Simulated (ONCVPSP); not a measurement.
# Pseudopotential generation for Tc: ONCV, LDA (Perdew-Wang 92), scalar-relativistic.

Input for ONCVPSP 4.0.1:

```
# ATOM AND REFERENCE CONFIGURATION
# atsym  z   nc   nv     iexc    psfile
  Tc 43.00    8    2  -001012      upf
#
#   n    l    f
    1    0    2.00
    2    0    2.00
    2    1    6.00
    3    0    2.00
    3    1    6.00
    3    2   10.00
    4    0    2.00
    4    1    6.00
    4    2    5.00
    5    0    2.00
#
# PSEUDOPOTENTIAL AND OPTIMIZATION
# lmax
    2
#
#   l,   rc,      ep,       ncon, nbas, qcut
    0    2.75    0.00    4    7    2.20
    1    2.50    0.36    4    7    3.60
    2    1.55    0.00    5    9    6.90
#
# LOCAL POTENTIAL
# lloc, lpopt,  rc(5),   dvloc0
    4    1    1.45   -1.00
#
# VANDERBILT-KLEINMAN-BYLANDER PROJECTORs
# l, nproj, debl
    0    2    3.50
    1    2    2.50
    2    2    1.30
#
# MODEL CORE CHARGE
# icmod, fcfact, rcfact
    3    1.75    1.50
#
# LOG DERIVATIVE ANALYSIS
# epsh1, epsh2, depsh
   -2.00    5.00    0.02
#
# OUTPUT GRID
# rlmax, drl
    6.00    0.01
#
# TEST CONFIGURATIONS
# ncnf
    4
# nvcnf
#   n    l    f
    2
    4    2    5.00
    5    0    1.00
#
    2
    4    2    5.00
    5    0    0.00
#
    2
    4    2    4.00
    5    0    0.00
#
    2
    4    2    3.00
    5    0    0.00
#
```

Command:

```bash
oncvpsp.x < Tc.dat > Tc.out
```

Output (shortened: citation, most of the input echo, consistency checks and plot data are left out):

```
ONCVPSP  (Optimized Norm-Conservinng Vanderbilt PSeudopotential)
scalar-relativistic version 4.0.1

#   n    l    f        energy (Ha)
    1    0    2.00    -7.6587130E+02
    2    0    2.00    -1.0929516E+02
    2    1    6.00    -9.7889558E+01
    3    0    2.00    -1.9016340E+01
    3    1    6.00    -1.5272568E+01
    3    2   10.00    -9.1938994E+00
    4    0    2.00    -2.6970762E+00
    4    1    6.00    -1.6684466E+00
    4    2    5.00    -2.5032538E-01
    5    0    2.00    -1.9327018E-01

Reference configufation results
  iterations    24
  all-electron total energy (Ha)   -4.28125862D+03

Begin loop to  construct optimized pseudo wave functions
and semi-local pseudopoentials for all angular momenta

   Wellstate for l =  0  n =  8
     eigenvalue =   3.3067
     asymptotic potential =   3.8067
     half-point radius =  4.6630

Calculating optimized projector #   1

 for l=   0

    Fraction of norm inside rc  0.371765
    Optimizing pswf for qcut=   2.20 a_B^-1,  ecut=   2.42 Ha
    Residual kinetic energy error=  3.33D-03 Ha

    Energy error per electron        Cutoff
         Ha          eV             Ha
         0.01000     0.27211        1.76
         0.00100     0.02721        5.12
         0.00010     0.00272       13.52
         0.00001     0.00027       16.42

Calculating optimized projector #   2

 for l=   0

    Fraction of norm inside rc  0.175090
    Optimizing pswf for qcut=   2.20 a_B^-1,  ecut=   2.42 Ha
    Residual kinetic energy error=  4.38D-01 Ha

    Energy error per electron        Cutoff
         Ha          eV             Ha
         0.01000     0.27211       16.16
         0.00100     0.02721       21.44
         0.00010     0.00272       24.26
         0.00001     0.00027       31.33

WARNING wellstate: moderately localized bound state found for n= 5 l=  1
WARNING scattering state with energy  0.05000000
WARNING will be used for the first projector

   Wellstate for l =  1  n =  5
     eigenvalue =   0.0500
     asymptotic potential =   0.5500
     half-point radius =  4.7877

   Wellstate for l =  1  n =  7
     eigenvalue =   2.5500
     asymptotic potential =   3.0500
     half-point radius =  4.2584

Calculating optimized projector #   1

 for l=   1

    Fraction of norm inside rc  0.216040
    Optimizing pswf for qcut=   3.59 a_B^-1,  ecut=   6.45 Ha
    Residual kinetic energy error=  7.81D-04 Ha

    Energy error per electron        Cutoff
         Ha          eV             Ha
         0.01000     0.27211        1.04
         0.00100     0.02721        5.85
         0.00010     0.00272       21.33
         0.00001     0.00027       27.39

Calculating optimized projector #   2

 for l=   1

    Fraction of norm inside rc  0.164180
    Optimizing pswf for qcut=   3.59 a_B^-1,  ecut=   6.45 Ha
    Residual kinetic energy error=  7.85D-02 Ha

    Energy error per electron        Cutoff
         Ha          eV             Ha
         0.01000     0.27211        9.57
         0.00100     0.02721       28.30
         0.00010     0.00272       33.64
         0.00001     0.00027       44.46

   Wellstate for l =  2  n =  5
     eigenvalue =   1.0497
     asymptotic potential =   1.5497
     half-point radius =  3.2019

Calculating optimized projector #   1

 for l=   2

    Fraction of norm inside rc  0.492185
    Optimizing pswf for qcut=   6.90 a_B^-1,  ecut=  23.82 Ha
    Residual kinetic energy error=  4.34D-04 Ha

    Energy error per electron        Cutoff
         Ha          eV             Ha
         0.01000     0.27211       16.79
         0.00100     0.02721       22.07
         0.00010     0.00272       40.39
         0.00001     0.00027      109.59

Calculating optimized projector #   2

 for l=   2

    Fraction of norm inside rc  0.172222
    Optimizing pswf for qcut=   6.90 a_B^-1,  ecut=  23.82 Ha
    Residual kinetic energy error=  5.54D-04 Ha

    Energy error per electron        Cutoff
         Ha          eV             Ha
         0.01000     0.27211       17.14
         0.00100     0.02721       22.56
         0.00010     0.00272       27.88
         0.00001     0.00027       54.27

Construct Vanderbilt / Kleinmman-Bylander projectors

B matrix Hermiticity error, ll=   0
   1   2    1.0964E-04

  Orthonormal projector coefficients  8.0977E+00  1.2254E+00

B matrix Hermiticity error, ll=   1
   1   2   -1.2108E-04

  Orthonormal projector coefficients -7.4371E+01  1.9340E+00

B matrix Hermiticity error, ll=   2
   1   2    1.4533E-04

  Orthonormal projector coefficients -1.7344E+01 -8.0015E-01

Model core correction analysis
  based on d2Exc/dn_idn_j

d2excae - all-electron derivatives

   -1.821629D-02   -9.228416D-03
   -9.226869D-03   -2.319754D-02

d2excps - pseudofunction derivatives with no core correction

   -3.586559D-02   -1.180297D-02
   -1.180178D-02   -2.436821D-02

rms 2nd derivative error    9.029494E-03

rmatch, rhocmatch    1.6200    1.1568

Teter function model core charge with specified parameters

d2excps - pseudofunction derivatives with core correction

   -2.848430D-02   -1.035833D-02
   -1.035697D-02   -2.328697D-02

rms 2nd derivative error    5.196006E-03

Pseudoatom total energy  -11.610538

Diagnostic tests using Vanderbilt-Kleinman-Bylander pseudopotentials
  1 or more projectors used as specified by nproj input data

   l    rcore       rmatch      e in        delta e   norm test  slope test

   0   2.7588219   2.8425857  -0.1932702  -0.0000005   0.9999956   1.0000093
   0   2.7588219   2.8425857   3.3067298   0.0000417   1.0001208   1.0001208

   1   2.5070094   2.5831277   0.0500000   0.0000024   1.0001215   1.0001215
run_diag: lschvkbbe ERROR   2   3   1  60  2.55000000E+00  2.24500000E+00
   1   2.5070094   2.5831277   2.5500000  -0.3050000   0.6451065   0.3698660

   2   1.5535224   1.6006907  -0.2503254  -0.0000591   1.0000033   0.9997357
   2   1.5535224   1.6006907   1.0496746  -0.0002141   1.0005316   1.0005316

 Testing for bound ghosts
   n   l    E NL Schr. Eq   E Basis Diag.   E Cutoff

   1   0       -0.193271       -0.191671     24.53

       1                      -63.236755     34.92  WARNING - GHOST(-)
       1                       -0.342778     34.92  WARNING - GHOST(-)
   2   1       -0.055577       -0.034025     34.92

   3   2       -0.250385       -0.242410    183.38

 Testing for highly-localized positive-energy ghosts
       l    <radius>/rc     E Basis Diag.   E Cutoff

       0        0.487910        0.452617     24.53  WARNING - GHOST(+)

Test configuration 0

   n   l     f        eae           eps        diff
   1   0  2.0000 -765.87129958
   2   0  2.0000 -109.29515555
   2   1  6.0000  -97.88955784
   3   0  2.0000  -19.01634009
   3   1  6.0000  -15.27256790
   3   2 10.0000   -9.19389937
   4   0  2.0000   -2.69707619
   4   1  6.0000   -1.66844660
   4   2  5.0000   -0.25032538   -0.25038451   -5.91D-05
   5   0  2.0000   -0.19327018   -0.19327065   -4.71D-07

    Total energies and differences
      AE_ref= -4.28125862D+03  AE_tst= -4.28125862D+03  dif=  0.00D+00
      PS_ref= -1.16105375D+01  PS_tst= -1.16105375D+01  dif= -3.55D-15
      PSP excitation error=  3.55D-15

Test configuration 1

   n   l     f        eae           eps        diff
   1   0  2.0000 -766.15338709
   2   0  2.0000 -109.57417586
   2   1  6.0000  -98.16878486
   3   0  2.0000  -19.29603632
   3   1  6.0000  -15.55224968
   3   2 10.0000   -9.47334542
   4   0  2.0000   -2.97773637
   4   1  6.0000   -1.94938962
   4   2  5.0000   -0.52575309   -0.52486763    8.85D-04
   5   0  1.0000   -0.43066209   -0.43111494   -4.53D-04

    Total energies and differences
      AE_ref= -4.28125862D+03  AE_tst= -4.28094904D+03  dif=  3.10D-01
      PS_ref= -1.16105375D+01  PS_tst= -1.13007378D+01  dif=  3.10D-01
      PSP excitation error= -2.23D-04

Test configuration 2

   n   l     f        eae           eps        diff
   1   0  2.0000 -766.47719497
   2   0  2.0000 -109.89356103
   2   1  6.0000  -98.48846917
   3   0  2.0000  -19.61597348
   3   1  6.0000  -15.87216129
   3   2 10.0000   -9.79295519
   4   0  2.0000   -3.29737367
   4   1  6.0000   -2.26878829
   4   2  5.0000   -0.83557524   -0.83443409    1.14D-03

    Total energies and differences
      AE_ref= -4.28125862D+03  AE_tst= -4.28039064D+03  dif=  8.68D-01
      PS_ref= -1.16105375D+01  PS_tst= -1.07411121D+01  dif=  8.69D-01
      PSP excitation error= -1.45D-03

Test configuration 3

psatom: WARNING lschvkbb convergence error n,l,iter=   1   0  31
ea(ii),et,emin,emax -6.204685E-01 -6.400129E-01 -6.400129E-01 -6.400129E-01
run_config: WARNING for fully non-local PS atom, stg. 1
 WARNING no output for configuration 4

Test configuration 4

psatom: WARNING lschvkbb convergence error n,l,iter=   1   0  22
ea(ii),et,emin,emax -5.823106E-01 -6.119062E-01 -6.119062E-01 -6.119062E-01
run_config: WARNING for fully non-local PS atom, stg. 1
 WARNING no output for configuration 5
```

Note: ghosts flagged at negative energy: p at -1720.8 eV, p at -9.3 eV; GHOST(+) flagged for s at 12.3 eV. A true bound ghost makes a file unfit for plane-wave use.

The run took about 8.7 s on one core of a shared server CPU.
